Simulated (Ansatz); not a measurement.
Start from `C[O][Zr]([OH])([Cl])[S]C` and change one atom or group to get `CC[O][Zr]([OH])([Cl])[O]C`.

Ansatz, PBE0-D4/def2-TZVP geometries, multiplicity 1. Each molecule was computed in one conformer, which needn't be the lowest.

Elements past krypton have def2 core potentials.

```tsv
property	`C[O][Zr]([OH])([Cl])[S]C`
HOMO–LUMO gap (PBE/def2-TZVPP) / eV	3.97
size of the dipole moment (PBE/def2-TZVPP) / D	3.36
size of the dipole moment (B3LYP/def2-TZVPP) / D	3.37
HOMO–LUMO gap (B3LYP/def2-TZVPP) / eV	5.55
HOMO–LUMO gap (PBE0/def2-TZVPP) / eV	6.00
HOMO energy (PBE0/def2-TZVPP) / eV	-6.91
```

**Question.** Give the same properties after the change, and the shifts. (Estimate.)

**Answer.** Ansatz gave: 
| property | `CC[O][Zr]([OH])([Cl])[O]C` | shift |
| --- | --- | --- |
| HOMO–LUMO gap (PBE/def2-TZVPP) / eV | 5.71 | 1.74 |
| size of the dipole moment (PBE/def2-TZVPP) / D | 3.91 | 0.55 |
| size of the dipole moment (B3LYP/def2-TZVPP) / D | 3.92 | 0.55 |
| HOMO–LUMO gap (B3LYP/def2-TZVPP) / eV | 7.44 | 1.89 |
| HOMO–LUMO gap (PBE0/def2-TZVPP) / eV | 7.94 | 1.94 |
| HOMO energy (PBE0/def2-TZVPP) / eV | -8.07 | -1.16 |

With PBE0 the HOMO falls by 1.16 eV and the LUMO rises by 0.78 eV, so the gap widens by about 1.94 eV. PBE moves the HOMO by -0.85 eV and ωB97M-V by -1.35 eV. Dipoles are sizes alone; their direction can turn.

B3LYP here is the variant with VWN-RPA as its local correlation; programs differ in this.
